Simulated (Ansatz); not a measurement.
`[NH2][Ti]([Cl])([Cl])[Cl]` + H–F → `[F][Ti]([Cl])([Cl])[Cl]` + NH₃ at 700 K and 1 bar (ligand exchange at a Ti–N bond).

Calculated with Ansatz (gas phase, PBE0-D4/def2-TZVP geometries, no zero-point term in ΔE). CBS: MP2 limit from def2 TZ/QZ plus the TZ coupled-cluster correction, frozen cores. This one scheme is used for every species. For Ti outer-core shells are correlated without core-valence functions, which leaves a few kJ/mol of doubt a bond. Scalar relativity is left out up to krypton. One conformer a species, not always the lowest.

| species | CCSD(T)/CBS energy (Eh) | H − E (kJ/mol) | S (J/(mol·K)) |
| --- | --- | --- | --- |
| `[NH2][Ti]([Cl])([Cl])[Cl]` | -2284.39597 | 149.7 | 496.8 |
| H–F | -100.39570 | 45.2 | 198.5 |
| `[F][Ti]([Cl])([Cl])[Cl]` | -2328.31134 | 78.5 | 437.7 |
| NH₃ | -56.50880 | 116.9 | 226.5 |

H − E and S are ideal-gas, rigid-rotor, harmonic terms from PBE0-D4/def2-TZVP, for one conformer and one mirror image of each species. 1 Eh = 2625.50 kJ/mol, R = 8.31446 J/(mol·K).

**Question.** By hand: ΔE, ΔH, ΔS and ΔG.

**Answer.** ΔE = (-2328.31134) + (-56.50880) − (-2284.39597) − (-100.39570) = -0.02847 Eh = -74.7 kJ/mol. Δ(H − E) = 78.5 + 116.9 − 149.7 − 45.2 = 0.5, so ΔH = -74.2 kJ/mol. ΔS = 437.7 + 226.5 − 496.8 − 198.5 = -31.1 J/(mol·K). ΔG = -74.2 − 700 × (-31.1)/1000 = -52.4 kJ/mol.

**Question.** By hand: the equilibrium constant, and the temperature at which ΔG would vanish if ΔH and ΔS stayed fixed.

**Answer.** log₁₀ K = −ΔG/(RT ln 10) = 3.9. ΔG = 0 at ΔH/ΔS = 2386 K.

ΔH outweighs TΔS. A doubt of 5 kJ/mol in ΔE shifts log₁₀ K by 0.4 here. Other conformers and mirror images would add mixing entropy, several J/(mol·K) or more a flexible species. Modes under 60 cm⁻¹, often nearly free rotors, make the harmonic entropy too high. These are equilibria of isolated gas molecules and say nothing of rates. Largest T1 diagnostic: 0.025 (customary marks: 0.02 for closed shells, 0.045 for open ones).
